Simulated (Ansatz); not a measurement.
Cd₁₀H₃₀Se₁₀. Total charge 0; triplet. Geometry r2SCAN-D4/def2-SVP, loosely relaxed, that of the neutral singlet; atoms count from 1.

Cartesian coordinates in Å:
```
Cd 0.264 -3.151 -1.818
Cd -1.863 0.430 -5.315
Cd -2.876 -2.020 1.042
Cd -2.863 2.166 -2.805
Cd 3.735 1.061 -2.058
Cd 1.102 -2.489 2.317
Cd 5.633 0.451 0.511
Cd 0.142 1.020 -0.206
Cd -3.101 2.616 3.960
Cd 0.042 2.977 3.382
Se -1.416 -1.809 -3.533
Se 2.549 -1.455 -2.172
Se -0.331 -1.535 0.305
Se -0.146 1.456 -2.834
Se -3.547 -0.112 -1.136
Se -2.923 -0.139 3.055
Se 2.656 1.629 0.478
Se 3.607 -1.715 1.234
Se 0.660 0.146 3.605
Se -1.592 2.550 1.144
H 0.566 -4.814 -1.833
H -0.978 0.348 -6.732
H -4.397 -1.281 -6.276
H -3.851 -3.397 1.010
H -3.232 1.069 -4.329
H -3.446 3.673 -2.321
H 3.853 2.186 -3.312
H 5.331 0.214 -1.208
H 1.086 -3.758 3.426
H 7.398 -2.209 -0.063
H 6.376 0.869 1.946
H -4.661 3.211 3.868
H -2.965 1.157 6.952
H 1.334 4.059 3.441
H -1.414 2.653 4.584
H -2.365 -2.867 -3.910
H -3.823 -1.772 -6.204
H 3.650 -2.285 -2.689
H 3.085 -1.681 -0.401
H 0.288 2.862 -2.841
H -2.650 -0.985 -2.170
H -4.807 -0.558 -1.756
H -3.240 -0.989 4.212
H -3.343 0.704 6.475
H 2.581 3.076 0.222
H 7.222 -2.211 0.676
H 4.232 -3.037 1.064
H 0.582 -0.057 5.062
H -0.926 -0.095 3.422
H -1.221 3.837 0.532
```

In the def2 sets Cd takes a core potential; there is no spin–orbit coupling. Single mean-field runs in def2-TZVP are fitted with def2-universal-jkfit. The geometry of the charge 0 triplet is only loosely relaxed. In the triplet geometry the species has come apart into loosely held pieces. At PBE0-D4/def2-TZVP a singlet of charge 0 lies 4.19 eV below the triplet at the same geometry.

Estimate the Mulliken populations of the heavy atoms from the PBE0/def2-TZVP orbitals of Ansatz.


| atom | charge (e) | spin (α − β) | d electrons |
| --- | --- | --- | --- |
| Cd1 | 0.49 | 0.06 | 9.98 |
| Cd2 | 0.36 | 0.04 | 9.96 |
| Cd3 | 0.49 | 0.06 | 9.98 |
| Cd4 | 0.45 | 0.00 | 9.97 |
| Cd5 | 0.47 | 0.00 | 9.98 |
| Cd6 | 0.49 | 0.08 | 9.98 |
| Cd7 | 0.36 | 0.03 | 9.96 |
| Cd8 | 0.52 | 0.38 | 10.00 |
| Cd9 | 0.36 | 0.04 | 9.96 |
| Cd10 | 0.45 | 0.00 | 9.97 |
| Se11 | -0.49 | 0.14 | – |
| Se12 | -0.47 | 0.12 | – |
| Se13 | -0.65 | 0.32 | – |
| Se14 | -0.55 | 0.07 | – |
| Se15 | -0.38 | 0.06 | – |
| Se16 | -0.51 | 0.12 | – |
| Se17 | -0.57 | 0.04 | – |
| Se18 | -0.43 | 0.05 | – |
| Se19 | -0.38 | 0.05 | – |
| Se20 | -0.55 | 0.07 | – |
Mulliken values and Mayer orders depend strongly on the basis.

Where does the spin sit?

Summed by element: Cd 0.68, Se 1.04, H 0.28, of 2 unpaired in all. Largest on single atoms: Cd8 0.38, Se13 0.32, Se11 0.14.

And the Mayer bond orders between bonded heavy atoms (over 0.3)?

Cd1–Se11 0.38 (2.75 Å); Cd1–Se13 0.36 (2.73 Å); Cd3–Se13 0.42 (2.69 Å); Cd3–Se16 0.37 (2.76 Å); Cd4–Se14 0.38 (2.81 Å); Cd5–Se12 0.34 (2.78 Å); Cd5–Se17 0.38 (2.81 Å); Cd6–Se13 0.47 (2.65 Å); Cd8–Se13 0.38 (2.65 Å); Cd8–Se14 0.39 (2.68 Å); Cd8–Se17 0.41 (2.68 Å); Cd8–Se20 0.39 (2.68 Å); Cd10–Se20 0.39 (2.80 Å).
